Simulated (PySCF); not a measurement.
Job file and geometry (Å, from GFN2-xTB) of an NMR shielding run on SMILES CC#CC[Si@H](CCl)OCC, C₇H₁₃ClOSi, GIAO PBE0/pcSseg-1 NMR shielding, non-relativistic, gas phase (PySCF); density fitting, a coarse starting grid and PySCF grid level 2 are the driver's defaults:

```
$ OMP_NUM_THREADS=1 python probes_run.py task.json out

{"job": {"kind": "nmr", "xc": "PBE0", "basis": "pcSseg-1"}, "charge": 0, "multiplicity": 1}
C     -4.839048     0.099967     0.309634
C     -3.466355    -0.363569     0.309285
C     -2.334551    -0.758225     0.313384
C     -0.968849    -1.226975     0.332214
Si     0.266333     0.218943     0.302303
C      0.152450     1.105740    -1.396894
Cl     1.196251     2.557505    -1.406424
O      1.687718    -0.524255     0.491476
C      3.006366    -0.028619     0.473825
C      3.956631    -1.136587     0.048132
H     -5.481063    -0.625397    -0.190246
H     -5.187567     0.230227     1.334172
H     -4.913339     1.054533    -0.211313
H     -0.813004    -1.817622     1.235747
H     -0.809044    -1.891170    -0.520031
H      0.001094     1.229770     1.330244
H     -0.852446     1.449991    -1.626974
H      0.498486     0.482401    -2.219923
H      3.254193     0.321203     1.482051
H      3.079595     0.820278    -0.211535
H      3.728947    -1.452906    -0.966415
H      3.850107    -1.991798     0.710375
H      4.982343    -0.780432     0.086994
```

Q: What does the program print?

A: 
```
coarse grid: 20000 points
cycle   1  E = -1098.5235118260  dE =  1.107e+00  |g| = 7.550e-01  |ddm| = 4.666e+00
cycle   2  E = -1098.4199838149  dE =  1.035e-01  |g| = 1.074e+00  |ddm| = 1.852e+00
cycle   3  E = -1098.6368053891  dE = -2.168e-01  |g| = 1.542e-01  |ddm| = 1.169e+00
cycle   4  E = -1098.6414485998  dE = -4.643e-03  |g| = 3.690e-02  |ddm| = 1.717e-01
cycle   5  E = -1098.6417645571  dE = -3.160e-04  |g| = 9.876e-03  |ddm| = 4.610e-02
cycle   6  E = -1098.6417777237  dE = -1.317e-05  |g| = 6.681e-03  |ddm| = 1.273e-02
cycle   7  E = -1098.6417880731  dE = -1.035e-05  |g| = 1.557e-03  |ddm| = 5.798e-03
cycle   8  E = -1098.6417886326  dE = -5.595e-07  |g| = 2.472e-04  |ddm| = 1.399e-03
final grid: 183176 points
cycle   9  E = -1098.7110823936  dE = -4.343e-05  |g| = 1.196e-02  |ddm| = 4.420e-02
cycle  10  E = -1098.7110609226  dE =  2.147e-05  |g| = 1.605e-02  |ddm| = 2.064e-02
cycle  11  E = -1098.7111114445  dE = -5.052e-05  |g| = 2.086e-03  |ddm| = 1.244e-02
cycle  12  E = -1098.7111122742  dE = -8.297e-07  |g| = 3.217e-04  |ddm| = 2.063e-03
cycle  13  E = -1098.7111122893  dE = -1.512e-08  |g| = 1.764e-04  |ddm| = 3.688e-04
cycle  14  E = -1098.7111122961  dE = -6.802e-09  |g| = 6.029e-05  |ddm| = 1.622e-04
cycle  15  E = -1098.7111122969  dE = -8.347e-10  |g| = 1.145e-05  |ddm| = 5.581e-05
converged SCF energy = -1098.7111122969

GIAO shielding tensors (ppm)
atom      isotropic    diamagn.    paramagn.     s11        s22        s33       span
  0 C      182.140     253.731     -71.591    174.486    174.877    197.056     22.569
  1 C      105.830     270.440    -164.610     19.642     22.898    274.950    255.308
  2 C      107.504     262.532    -155.027     21.984     24.698    275.830    253.846
  3 C      180.113     258.768     -78.655    164.985    176.780    198.575     33.590
  4 Si     364.392     882.694    -518.302    348.343    356.853    387.980     39.637
  5 C      152.066     256.550    -104.484    132.818    141.988    181.392     48.574
  6 Cl     937.347    1147.499    -210.152    839.075    881.194   1091.772    252.697
  7 O      290.354     402.946    -112.592    268.215    288.457    314.389     46.175
  8 C      123.121     241.602    -118.481     92.725    108.648    167.991     75.266
  9 C      166.317     245.741     -79.424    148.426    164.386    186.138     37.712
 10 H       29.797      26.152       3.645     24.472     27.854     37.066     12.594
 11 H       29.786      27.859       1.926     24.525     28.005     36.827     12.302
 12 H       29.835      31.640      -1.805     24.253     28.828     36.424     12.171
 13 H       29.825      31.519      -1.695     23.669     29.886     35.919     12.249
 14 H       29.982      32.918      -2.936     25.042     29.636     35.268     10.225
 15 H       26.750      31.891      -5.141     24.455     24.835     30.960      6.504
 16 H       28.612      33.348      -4.736     21.998     28.050     35.787     13.788
 17 H       28.768      33.161      -4.393     23.692     28.298     34.314     10.621
 18 H       27.655      29.067      -1.412     22.649     27.323     32.992     10.343
 19 H       27.153      30.328      -3.175     20.015     30.162     31.283     11.268
 20 H       30.387      29.740       0.647     26.470     29.602     35.088      8.618
 21 H       30.309      28.422       1.886     26.507     28.617     35.802      9.295
 22 H       30.780      25.312       5.468     26.744     27.572     38.025     11.281
```

Q: Turn these shieldings into chemical shifts. Chemical shifts δ = σref − σ; TMS for ¹³C (186.93 ppm) and ²⁹Si (349.16 ppm) and ¹H (31.72 ppm); ³⁵Cl (949.78 ppm) against HCl; ¹⁷O (336.08 ppm) against H2O, all at this level.

A: Averaging equivalent atoms: C 1: 81.1; C 2: 79.4; C 8: 63.8; C 5: 34.9; C 9: 20.6; C 3: 6.8; C 0: 4.8; Si 4: -15.2; Cl 6: 12; O 7: 45.7; H 15: 4.97; H 19: 4.56; H 18: 4.06; H 16: 3.11; H 17: 2.95; H 10/11/12: 1.91; H 13: 1.89; H 14: 1.74; H 20/21/22: 1.23 ppm. Experimental scales use liquid or dissolved standards, which lie at an offset from isolated H2O (liquid H2O: subtract about 36 ppm).

Size and cost of the density-fitted run: 249 basis functions, 2.5 min wall time on 1 thread of an Arm Neoverse N1, shared host; peak memory 1.1 GiB.
